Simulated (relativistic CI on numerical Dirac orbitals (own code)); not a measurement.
**Sc²⁺ in a cubic cluster: 2p photoemission with charge transfer**

Computed with a charge-transfer multiplet model of a cubic metal-ligand cluster with up to 2 ligand holes, Slater and spin-orbit integrals from Dirac-Coulomb-Breit ions, Slater integrals scaled by 0.9. The ground state mixes d1 with configurations of k ligand holes L, whose averages lie at kΔ + k(k − 1)U_dd/2; a core hole lowers each added d electron by U_cd. 300 K, Lorentzian 0.6 eV and Gaussian 0.8 eV FWHM.

Atomic integrals in eV (Slater integrals scaled, ζ unscaled), ground: F2dd 5.299, F4dd 3.246, zeta_d 0.008; with the core hole: F2dd 5.299, F4dd 3.246, zeta_d 0.020, zeta_core 3.005, F2cd 4.627, G1cd 3.325, G3cd 1.884. Where a configuration has fewer than two d electrons, the dd integrals are those of d2.

Cluster parameters (eV): U_dd = 5.3, U_cd = 6.5, 10Dq = 0.55, 10Dq(ligand) = 0.8, V(eg) = 2.55, V(t2g) = -1.31, final-state hopping factor = 1.

| Case | n_d | d1 | d2L | d3L2 | S |
| --- | --- | --- | --- | --- | --- |
| Δ = 3.4 eV | 1.63 | 0.45 | 0.46 | 0.09 | 0.50 |
| Δ = 5.4 eV | 1.49 | 0.57 | 0.38 | 0.05 | 0.50 |
| Δ = 6.4 eV | 1.42 | 0.62 | 0.34 | 0.04 | 0.50 |

Weights, n_d and S are thermal averages at 300 K. Binding energies count from the first peak over 30 % of the highest in each spectrum, which can be another peak from case to case. The parameters are a model scan and need not match a compound or its usual spin state. Peaks in eV (height, largest 100):
- Δ = 3.4 eV: 0.0 (100), 4.7 (37), 11.4 (14), 16.2 (7)
- Δ = 5.4 eV: 0.0 (100), 2.6 (12), 4.5 (41), 10.5 (16), 15.3 (9)
- Δ = 6.4 eV: 0.0 (100), 2.5 (12), 4.5 (44), 10.2 (17), 15.1 (9)

For the case Δ = 6.4 eV, Δ = 6.4 eV is larger than U_dd = 5.3 eV, the Mott-Hubbard side of the Zaanen-Sawatzky-Allen scheme. With the core hole the configuration with one ligand hole lies at Δ − U_cd = -3.1, -1.1, -0.1 eV from the one without, in the order of the table; where this is negative the screened configuration lies lower, though the effective hopping of about 5.7 eV (from the holes of the mixed ground state) mixes the two strongly wherever it is as large as the gap.
